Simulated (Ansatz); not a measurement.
Two isomers of C3H5FGe: A = `C#[C][GeH]([CH3])[F]`, B = `[F][GeH2][C]1=CC1`.

Gas-phase electronic energies from Ansatz, PBE0-D4/def2-TZVP geometries. CCSD(T)/CBS is the MP2 limit (def2-TZVPP, def2-QZVPP) plus CCSD(T) − MP2 in def2-TZVPP, frozen cores. DFT in def2-TZVPP. B3LYP here is the variant with VWN-RPA as its local correlation; programs differ in this. For Ge outer-core shells are correlated without core-valence functions, which leaves a few kJ/mol of doubt a bond. Scalar relativity is left out up to krypton. Each species was taken in one conformer, which may not be the lowest.

A:

```xyz
10

C     0.395   -2.582    0.633
C    -0.059   -1.534    0.247
Ge   -0.720    0.129   -0.385
C     0.555    1.552   -0.105
F    -2.114    0.495    0.595
H     0.788   -3.510    0.980
H    -1.243   -0.018   -1.819
H     1.461    1.361   -0.683
H     0.125    2.504   -0.417
H     0.813    1.603    0.953
```

B:

```xyz
10

F    -2.753    0.315    0.529
Ge   -1.523    0.236   -0.701
C     0.138   -0.029    0.184
C     0.831   -0.183    1.266
C     1.638   -0.209    0.023
H    -1.883   -0.953   -1.601
H    -1.563    1.578   -1.443
H     0.842   -0.251    2.341
H     2.250    0.653   -0.243
H     2.021   -1.156   -0.355
```

(1) Which isomer does CCSD(T)/CBS put lower? Give the gap. (Best estimate.)

(2) Give E(B) − E(A) in kJ/mol with CCSD/def2-TZVPP, r2SCAN-D4, B3LYP, CCSD(T)/def2-SVP, PBE-D4, MP2/def2-TZVPP, ωB97M-V. (Estimate.)

(3) Does the order hold for the free energy at 298.15 K (harmonic terms from PBE0-D4)? (Best estimate.)

Largest T1 diagnostic: 0.012.

## Answers

(1) Computed: A, by 126.5 kJ/mol.

(2) Ansatz gave: CCSD/def2-TZVPP 128.8, r2SCAN-D4 108.4, B3LYP 118.3, CCSD(T)/def2-SVP 105.1, PBE-D4 96.3, MP2/def2-TZVPP 129.3, ωB97M-V 115.6. None reverses the order clearly.

(3) Computed: Yes: G(B) − G(A) = +126.3 kJ/mol, for one conformer each. Modes under 60 cm⁻¹, often nearly free rotors, make the harmonic entropy too high.

At CCSD(T), def2-SVP lies −21.4 kJ/mol from the extrapolated value and def2-TZVPP +1.7 kJ/mol. Leaving LDA and LC-ωPBE aside and taking each functional with its dispersion term where it has one, the values, not all of them listed here, spread over 30.1 kJ/mol, from PBE-D4 to B2PLYP. LDA lies −15.9 kJ/mol from PBE without D4.
